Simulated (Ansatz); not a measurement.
`N[SiH](Br)CO`, relaxed with RKS PBE-D4/def2-SVP in Ansatz 0.2.0 from a rough embedded geometry. The force threshold is 0.03 eV/Å; the program also tests the step.

Total charge 0; spin multiplicity 1.

Start:

```xyz
11

N     0.414    1.750   -0.049
Si    0.588    0.252   -0.688
Br    2.514   -0.471    0.054
C    -0.696   -0.936   -0.114
O    -0.993   -0.954    1.347
H     0.411    1.749    0.985
H    -0.508    2.155   -0.280
H     0.606    0.368   -2.198
H    -0.485   -1.939   -0.354
H    -1.675   -0.642   -0.507
H    -0.178   -1.333    1.804
```

| step | energy (eV) | largest force (eV/Å) | largest move (Å) |
| --- | --- | --- | --- |
| 1 | -82562.5815 | 3.155 | 0.000 |
| 2 | -82563.0291 | 1.591 | 0.144 |
| 3 | -82563.1498 | 0.815 | 0.193 |
| 4 | -82563.1816 | 0.672 | 0.116 |
| 5 | -82563.1920 | 0.252 | 0.139 |
| 6 | -82563.2269 | 0.319 | 0.200 |
| 7 | -82563.2376 | 0.166 | 0.040 |
| 8 | -82563.2657 | 0.273 | 0.140 |
| 9 (rejected) | -82563.2047 | 2.495 | 0.196 |
| 10 | -82563.2919 | 0.287 | 0.098 |
| 11 | -82563.3121 | 0.330 | 0.100 |
| 12 | -82563.3321 | 0.227 | 0.150 |
| 13 | -82563.3340 | 0.194 | 0.017 |
| 14 | -82563.3360 | 0.243 | 0.085 |
| 15 | -82563.3379 | 0.153 | 0.025 |
| 16 | -82563.3387 | 0.037 | 0.015 |
| 17 | -82563.3393 | 0.050 | 0.024 |
| 18 | -82563.3395 | 0.034 | 0.038 |
| 19 | -82563.3396 | 0.013 | 0.004 |

End:

```xyz
11

N    -0.025    1.773   -0.081
Si    0.445    0.232   -0.705
Br    2.437   -0.555    0.127
C    -0.786   -1.045   -0.021
O    -0.690   -1.053    1.402
H    -0.339    1.774    0.896
H     0.536    2.605   -0.279
H     0.633    0.325   -2.189
H    -0.633   -2.053   -0.479
H    -1.820   -0.728   -0.279
H     0.242   -1.277    1.610
```

Hardware: 2 threads of an AMD EPYC 7R13 on a shared host. Wall time 54 s, peak host memory 0.24 GiB.
